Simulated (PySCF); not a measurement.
# One molecule, several mistakes: Ge2H7Si

These are calculations, not measurements. They come from PySCF 2.14.0, an open-source quantum chemistry program, on an isolated molecule that a program drew, which may never have been made. The molecule is Ge2H7Si (charge 0, doublet), drawn as the SMILES string `[GeH3][SiH][GeH3]`.

Each row is a Hartree-Fock (HF) and frozen-core CCSD(T) single point in the cc-pV(D+d)Z basis, meant for a local HF minimum. Run 1 is clean. Each other run has one planted mistake out of seven kinds, and not every kind appears here: one electron removed, one electron added, multiplicity raised by two, geometry at a saddle point, minimal basis STO-3G, one bond length entered in bohr, all coordinates scaled. The reference is restricted for singlets and unrestricted otherwise, and also for a bond in bohr. Adding or removing an electron swaps singlet and doublet. Electrons count all cores. HOMO and LUMO are orbital energies over both spins, the gradient is its largest component, and the lowest frequency (negative if imaginary) is given only where the gradient is small. Bond lengths are over the 9 bonds as drawn. T1 is the CCSD diagnostic: over 0.02 (restricted) or 0.045 (unrestricted) a single reference is doubtful. Germanium has the cc-pVDZ-PP basis, with a core potential (ECP10MDF) in place of its 10 inner electrons, and its 3s, 3p and 3d shells are frozen in CCSD(T).

Geometry of the clean run:
```xyz
10
Ge2H7Si, angstrom
Ge    0.0253    1.8686    0.7810
Si    0.5241    1.7568   -1.5693
Ge    0.1677   -0.3780   -2.6186
H     0.9598    0.9686    1.6004
H    -1.4184    1.4137    1.0217
H     0.1778    3.3099    1.2786
H     1.8928    2.2642   -1.8476
H    -1.2774   -0.8312   -2.3833
H     0.4095   -0.2642   -4.1276
H     1.1095   -1.4496   -2.0535
```

```
run,electrons,basis functions,<S^2>,HOMO (eV),LUMO (eV),gradient (hartree/bohr),lowest frequency (cm^-1),mean bond (Å),longest bond (Å),T1,HF (hartree),CCSD(T) (hartree),mistake
1,85,104,0.759,-8.67,0.84,1.0e-05,68,1.7218,2.405,0.0133,-879.72543,-880.08377,no fault
2,85,104,1.430,-8.82,0.73,1.2e-02,-,1.8735,2.900,0.0397,-879.63662,-879.98539,one bond length entered in bohr
3,86,104,0.000,-1.23,7.71,3.2e-02,-,1.7218,2.405,0.0123,-879.72991,-880.11989,?
4,85,104,3.768,-3.87,-2.46,4.9e-02,-,1.7218,2.405,0.0215,-879.50542,-879.86681,?
```

**Which mistake was planted in run 3, and what did it cost?**

It counts 86 electrons, one more than the clean run, at the same geometry and basis. So the mistake is: one electron added. Subtracting run 1 and multiplying by 627.51 kcal/mol a hartree, the energy moved by -2.8 kcal/mol in HF and -22.7 kcal/mol in CCSD(T).

**Which mistake was planted in run 4, and what did it cost?**

Electrons, basis and geometry are unchanged, and <S^2> is 3.768, beside S(S+1) = 3.75 for a multiplicity of 4. So the mistake is: multiplicity raised by two. Subtracting run 1 and multiplying by 627.51 kcal/mol a hartree, the energy moved by 138.1 kcal/mol in HF and 136.1 kcal/mol in CCSD(T).

